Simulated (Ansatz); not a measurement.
Reaction (substitution at a C–C bond): `C[C]1=[CH][AlH]1` + H₂Te → `[TeH][C]1=[CH][AlH]1` + CH₄

Gas-phase electronic energies from Ansatz, PBE0-D4/def2-TZVP geometries. CBS: MP2 limit from def2 TZ/QZ plus the TZ coupled-cluster correction, frozen cores. This one scheme is used for every species. Functionals use def2-TZVPP. Elements past krypton have def2 core potentials. For Te outer-core shells are correlated without core-valence functions, which leaves a few kJ/mol of doubt a bond.

CCSD(T)/CBS gives -0.35 eV.

Question: Another level gave -0.35 eV. Which?
A. ωB97M-V/def2-TZVPP
B. r2SCAN0-D4/def2-TZVPP
C. revPBE/def2-TZVPP
D. LC-ωPBE/def2-TZVPP

Answer: C. revPBE -0.35, r2SCAN0-D4 -0.29, LC-ωPBE -0.18, ωB97M-V -0.24 eV.

Largest T1 diagnostic among the species: 0.014.

In def2-TZVPP, CCSD(T) changes the Hartree–Fock value by −0.16 eV (the triples alone add −0.05 eV) and MP2 by −0.26 eV. Leaving LDA and LC-ωPBE aside and taking each functional with its dispersion term where it has one, the values, not all of them listed here, spread over 0.17 eV, from BLYP-D4 to ωB97X-V. LDA lies +0.10 eV from PBE without D4. The D4 term adds −0.05 eV with B3LYP and −0.02 eV with PBE0; it sums over pairs of atoms, weighted by their polarisabilities, and B3LYP, whose exchange is more repulsive, gets the larger term.

B3LYP here is the variant with VWN-RPA as its local correlation; programs differ in this.
